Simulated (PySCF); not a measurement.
CH4SSeZn, singlet, at a GFN2-xTB geometry (such geometries of metal compounds can be far from the true shape), atoms displaced at random by about 0.03 Å a coordinate; R2SCAN/STO-3G, gradient run with PySCF.

Here is a job for PySCF.
```python
from pyscf import gto, scf, dft

mol = gto.Mole()
mol.atom = '''
    Zn   -0.405614   -0.145015    0.135684
    S    -0.976717   -0.670043   -2.024527
    C    -2.609926   -1.352335   -1.991932
    H    -2.675377   -2.251335   -1.439448
    H    -2.825611   -1.561563   -3.072576
    H    -3.336594   -0.596319   -1.716701
    Se    1.480377    0.769905    1.263898
    H     1.027518    0.836869    2.655152
'''
mol.basis = 'sto-3g'
mol.charge = 0
mol.spin = 0
mol.verbose = 4
mol.build()

mf = dft.RKS(mol)
mf.xc = 'r2scan'
mf.kernel()
g = mf.nuc_grad_method()
grad = g.kernel()
```

What the program printed (banner, timings and long lists left out):

```
PySCF version 2.14.0

[INPUT] verbose = 4
[INPUT] num. atoms = 8
[INPUT] num. electrons = 90
[INPUT] charge = 0
[INPUT] spin (= nelec alpha-beta = 2S) = 0
[INPUT] symmetry False subgroup None
[INPUT] Mole.unit = angstrom
[INPUT] Symbol           X                Y                Z      unit          X                Y                Z       unit  Magmom
[INPUT]  1 Zn    -0.405614000000  -0.145015000000   0.135684000000 AA   -0.766499372289  -0.274038633954   0.256405599485 Bohr   0.0
[INPUT]  2 S     -0.976717000000  -0.670043000000  -2.024527000000 AA   -1.845727631207  -1.266197761682  -3.825801561787 Bohr   0.0
[INPUT]  3 C     -2.609926000000  -1.352335000000  -1.991932000000 AA   -4.932045345382  -2.555542778664  -3.764205938757 Bohr   0.0
[INPUT]  4 H     -2.675377000000  -2.251335000000  -1.439448000000 AA   -5.055729809961  -4.254406564648  -2.720162490553 Bohr   0.0
[INPUT]  5 H     -2.825611000000  -1.561563000000  -3.072576000000 AA   -5.339630924558  -2.950926396254  -5.806327136912 Bohr   0.0
[INPUT]  6 H     -3.336594000000  -0.596319000000  -1.716701000000 AA   -6.305248848867  -1.126879592875  -3.244094727767 Bohr   0.0
[INPUT]  7 Se     1.480377000000   0.769905000000   1.263898000000 AA    2.797507091105   1.454909591933   2.388421069386 Bohr   0.0
[INPUT]  8 H      1.027518000000   0.836869000000   2.655152000000 AA    1.941727608061   1.581453212139   5.017510099091 Bohr   0.0

nuclear repulsion = 542.341666207766
number of shells = 28
number of NR pGTOs = 162
number of NR cGTOs = 54
basis = sto-3g
ecp = {}

******** <class 'pyscf.dft.rks.RKS'> ********
method = RKS
initial guess = minao
damping factor = 0
level_shift factor = 0
DIIS = <class 'pyscf.scf.diis.CDIIS'>
diis_start_cycle = 1
diis_space = 8
diis_damp = 0
SCF conv_tol = 1e-09
SCF conv_tol_grad = None
SCF max_cycles = 50
direct_scf = True
direct_scf_tol = 1e-13
XC library pyscf.dft.libxc version 7.1.2
    S. Lehtola, C. Steigemann, M. J. T. Oliveira, and M. A. L. Marques,  SoftwareX 7, 1–5 (2018)
XC functionals = r2scan
    J. W. Furness, A. D. Kaplan, J. Ning, J. P. Perdew, and J. Sun,  J. Phys. Chem. Lett. 11, 8208–8215 (2020)
    J. W. Furness, A. D. Kaplan, J. Ning, J. P. Perdew, and J. Sun,  J. Phys. Chem. Lett. 11, 9248–9248 (2020)
    J. W. Furness, A. D. Kaplan, J. Ning, J. P. Perdew, and J. Sun,  J. Phys. Chem. Lett. 11, 8208–8215 (2020)
    J. W. Furness, A. D. Kaplan, J. Ning, J. P. Perdew, and J. Sun,  J. Phys. Chem. Lett. 11, 9248–9248 (2020)
radial grids:
    Treutler-Ahlrichs [JCP 102, 346 (1995); DOI:10.1063/1.469408] (M4) radial grids

becke partition: Becke, JCP 88, 2547 (1988); DOI:10.1063/1.454033
pruning grids: <function nwchem_prune>
grids dens level: 3
symmetrized grids: False
atomic radii adjust function: <function treutler_atomic_radii_adjust>
small_rho_cutoff = 0
Set gradient conv threshold to 3.16228e-05
Initial guess from minao.
tot grids = 113296
init E= -4562.29283113231
  HOMO = -0.148578081325203  LUMO = -0.105481641934205  gap/eV = 1.17271
cycle= 1 E= -4542.93379325245  delta_E= 19.4  |g|=  6.2  |ddm|= 8.56
  HOMO = -0.14643777886148  LUMO = -0.110593366213705  gap/eV = 0.97538
cycle= 2 E= -4557.4606749368  delta_E= -14.5  |g|= 1.51  |ddm|= 8.44
  HOMO = 0.734315132848665  LUMO = 0.807461347623754  gap/eV = 1.99041
cycle= 3 E= -4506.54466224311  delta_E= 50.9  |g|= 7.75  |ddm|=   16
  HOMO = 0.795001771934858  LUMO = 0.825750042998172  gap/eV = 0.83670
cycle= 4 E= -4518.50346523332  delta_E=  -12  |g|= 5.95  |ddm|= 7.41
  HOMO = 0.796500883730442  LUMO = 0.805816929501258  gap/eV = 0.25350
cycle= 5 E= -4519.2037222033  delta_E= -0.7  |g|= 5.56  |ddm|= 5.35
  HOMO = 0.782847402755899  LUMO = 0.800543145513515  gap/eV = 0.48153
cycle= 6 E= -4525.99232167388  delta_E= -6.79  |g|= 5.84  |ddm|= 7.46
  HOMO = 0.748967906844411  LUMO = 0.775814381784217  gap/eV = 0.73053
cycle= 7 E= -4527.81368532792  delta_E= -1.82  |g|= 4.88  |ddm|= 1.73
  HOMO = 0.725279911669193  LUMO = 0.751355076071279  gap/eV = 0.70954
cycle= 8 E= -4528.3741968385  delta_E= -0.561  |g|= 4.78  |ddm|= 0.611
  HOMO = 0.717207926663357  LUMO = 0.743845353882027  gap/eV = 0.72484
cycle= 9 E= -4528.62757141739  delta_E= -0.253  |g|= 4.82  |ddm|= 0.279
  HOMO = 0.74246876433684  LUMO = 0.77119255239523  gap/eV = 0.78161
cycle= 10 E= -4529.41855140857  delta_E= -0.791  |g|= 5.12  |ddm|= 0.998
  HOMO = 0.106815363281455  LUMO = 0.148091002894004  gap/eV = 1.12317
cycle= 11 E= -4550.20800105821  delta_E= -20.8  |g|= 2.26  |ddm|= 11.4
  HOMO = 0.430091508249644  LUMO = 0.431472631874917  gap/eV = 0.03758
cycle= 12 E= -4540.03574323077  delta_E= 10.2  |g|= 2.28  |ddm|= 15.1
  HOMO = 0.0374657184086334  LUMO = 0.0579323536832937  gap/eV = 0.55693
cycle= 13 E= -4560.97126563171  delta_E= -20.9  |g|= 2.65  |ddm|= 15.3
  HOMO = -0.0855923886366904  LUMO = -0.0581520401615457  gap/eV = 0.74669
cycle= 14 E= -4562.49119212066  delta_E= -1.52  |g|= 2.73  |ddm|= 6.35
  HOMO = -0.0888208532248709  LUMO = -0.052200626891334  gap/eV = 0.99649
cycle= 15 E= -4561.29266067137  delta_E=  1.2  |g|=  2.9  |ddm|= 1.37
  HOMO = -0.0917357850262273  LUMO = -0.0730560843121661  gap/eV = 0.50830
cycle= 16 E= -4564.13571204782  delta_E= -2.84  |g|= 2.31  |ddm|= 2.02
  HOMO = -0.0757383291745174  LUMO = -0.0576005747095674  gap/eV = 0.49355
cycle= 17 E= -4563.78219951807  delta_E= 0.354  |g|=  2.4  |ddm|= 0.529
  HOMO = -0.0542297700351876  LUMO = -0.0376543051148744  gap/eV = 0.45104
cycle= 18 E= -4564.10696056196  delta_E= -0.325  |g|= 2.24  |ddm|= 0.937
  HOMO = 0.0674143725058378  LUMO = 0.089277524970966  gap/eV = 0.59493
cycle= 19 E= -4561.48857464891  delta_E= 2.62  |g|= 2.35  |ddm|= 6.52
  HOMO = -0.0515522221349953  LUMO = 0.0761257466627527  gap/eV = 3.47429
cycle= 20 E= -4549.11911682477  delta_E= 12.4  |g|= 3.28  |ddm|= 4.84
  HOMO = 0.321634832774112  LUMO = 0.360100214020034  gap/eV = 1.04670
cycle= 21 E= -4517.74777538631  delta_E= 31.4  |g|= 3.92  |ddm|=   16
  HOMO = -0.125204177264128  LUMO = -0.115657267064803  gap/eV = 0.25978
cycle= 22 E= -4564.57858833586  delta_E= -46.8  |g|= 1.75  |ddm|= 13.8
  HOMO = -0.064305730233208  LUMO = -0.0464357672250646  gap/eV = 0.48627
cycle= 23 E= -4558.39547126176  delta_E= 6.18  |g|= 3.57  |ddm|= 5.38
  HOMO = -0.0692583659509209  LUMO = -0.0478040203893542  gap/eV = 0.58380
cycle= 24 E= -4558.71159306129  delta_E= -0.316  |g|= 3.56  |ddm|= 0.291
  HOMO = -0.0734455612450611  LUMO = -0.0418846705724517  gap/eV = 0.85882
cycle= 25 E= -4560.56310880408  delta_E= -1.85  |g|= 3.33  |ddm|= 1.34
  HOMO = -0.0859585493095399  LUMO = -0.05010598923466  gap/eV = 0.97560
cycle= 26 E= -4561.71896720572  delta_E= -1.16  |g|= 3.04  |ddm|= 0.886
  HOMO = -0.0939074438586371  LUMO = -0.0815839550242072  gap/eV = 0.33534
cycle= 27 E= -4564.34506717277  delta_E= -2.63  |g|= 2.24  |ddm|= 2.09
  HOMO = -0.0265068128839819  LUMO = 0.015867582241453  gap/eV = 1.15307
cycle= 28 E= -4554.45162428421  delta_E= 9.89  |g|= 4.27  |ddm|= 6.08
  HOMO = -0.0232565924711546  LUMO = 0.0205486774163116  gap/eV = 1.19200
cycle= 29 E= -4554.48548863101  delta_E= -0.0339  |g|= 4.25  |ddm|= 0.114
  HOMO = 0.24325177698399  LUMO = 0.468135464738684  gap/eV = 6.11940
cycle= 30 E= -4506.59737908352  delta_E= 47.9  |g|=  8.5  |ddm|= 14.5
  HOMO = 0.193454562187235  LUMO = 0.229000392799501  gap/eV = 0.96725
cycle= 31 E= -4518.54883782177  delta_E=  -12  |g|= 5.29  |ddm|=  6.9
  HOMO = -0.0448778532865709  LUMO = -0.0386640988447567  gap/eV = 0.16908
cycle= 32 E= -4565.1351714307  delta_E= -46.6  |g|= 1.91  |ddm|= 13.2
  HOMO = -0.0193602717532025  LUMO = -0.0135208844164488  gap/eV = 0.15890
cycle= 33 E= -4563.71155293493  delta_E= 1.42  |g|= 2.67  |ddm|= 5.08
  HOMO = -0.0241216423010125  LUMO = -0.019184862032067  gap/eV = 0.13434
cycle= 34 E= -4564.17511057624  delta_E= -0.464  |g|= 2.56  |ddm|= 0.567
  HOMO = -0.028910910667451  LUMO = -0.0109935608738101  gap/eV = 0.48756
cycle= 35 E= -4564.2249801548  delta_E= -0.0499  |g|= 2.26  |ddm|= 4.14
  HOMO = -0.0663017030237701  LUMO = -0.0499306725066052  gap/eV = 0.44548
cycle= 36 E= -4564.80723609694  delta_E= -0.582  |g|=  2.2  |ddm|= 4.33
  HOMO = -0.0559531119479543  LUMO = -0.041114297268402  gap/eV = 0.40378
cycle= 37 E= -4566.47104673611  delta_E= -1.66  |g|= 1.52  |ddm|= 1.67
  HOMO = -0.0670130003757918  LUMO = -0.0570860542506832  gap/eV = 0.27013
cycle= 38 E= -4565.16161445436  delta_E= 1.31  |g|= 2.16  |ddm|= 1.75
  HOMO = -0.0612213911964113  LUMO = -0.0532790098685032  gap/eV = 0.21612
cycle= 39 E= -4566.25600900687  delta_E= -1.09  |g|= 1.74  |ddm|= 1.13
  HOMO = 0.284615917237252  LUMO = 0.353104493946265  gap/eV = 1.86367
cycle= 40 E= -4529.60338777773  delta_E= 36.7  |g|= 5.49  |ddm|= 10.3
  HOMO = -0.0383933950129065  LUMO = -0.0200667128800583  gap/eV = 0.49869
cycle= 41 E= -4564.91228776283  delta_E= -35.3  |g|= 2.29  |ddm|= 10.4
  HOMO = 0.0360660937918394  LUMO = 0.037180484289431  gap/eV = 0.03032
cycle= 42 E= -4567.07578191783  delta_E= -2.16  |g|= 0.699  |ddm|= 4.19
  HOMO = -0.0969001348115572  LUMO = -0.0213039370431582  gap/eV = 2.05708
cycle= 43 E= -4566.93389280925  delta_E= 0.142  |g|= 0.928  |ddm|= 3.42
  HOMO = -0.0348459642114378  LUMO = -0.011095671516911  gap/eV = 0.64628
cycle= 44 E= -4567.38833196957  delta_E= -0.454  |g|= 0.313  |ddm|= 1.72
  HOMO = -0.017081425289491  LUMO = -0.0108745664204794  gap/eV = 0.16890
cycle= 45 E= -4567.23399608627  delta_E= 0.154  |g|= 0.405  |ddm|= 2.99
  HOMO = -0.0590372290128809  LUMO = -0.0217466916242513  gap/eV = 1.01473
cycle= 46 E= -4567.17304278386  delta_E= 0.061  |g|= 0.782  |ddm|=  3.1
  HOMO = -0.0721622329484442  LUMO = -0.0263020681269868  gap/eV = 1.24792
cycle= 47 E= -4567.04103348352  delta_E= 0.132  |g|= 0.945  |ddm|= 0.334
  HOMO = -0.0745654908181172  LUMO = -0.0258069936858046  gap/eV = 1.32679
cycle= 48 E= -4567.09613436323  delta_E= -0.0551  |g|= 0.886  |ddm|= 0.171
  HOMO = -0.0860733651923075  LUMO = -0.0332357390611378  gap/eV = 1.43779
cycle= 49 E= -4566.9251381578  delta_E= 0.171  |g|= 1.04  |ddm|= 0.38
  HOMO = -0.0655756194954709  LUMO = -0.0233540039018371  gap/eV = 1.14891
cycle= 50 E= -4567.07673599911  delta_E= -0.152  |g|= 0.903  |ddm|= 0.366
SCF not converged.
SCF energy = -4567.07673599911

WARN: Ground state RKS not converged

******** <class 'pyscf.grad.rks.Gradients'> for <class 'pyscf.dft.rks.RKS'> ********
unit = Eh/Bohr
grid_response = False
--------------- RKS gradients ---------------
         x                y                z
0 Zn     0.0012379971     0.0073943916     0.0548819927
1 S    -0.0372408198    -0.0234562097    -0.0743618469
2 C     0.0024967560    -0.0249957751     0.0577905706
3 H     0.0099165341     0.0221299497    -0.0181476322
4 H    -0.0019045283     0.0034655619    -0.0273507690
5 H     0.0076478811     0.0048178480    -0.0124670153
6 Se     0.0177531710     0.0103024305     0.0176869497
7 H     0.0079194415     0.0022222614    -0.0029872026
----------------------------------------------
```

The run did not converge; its last values are not results.
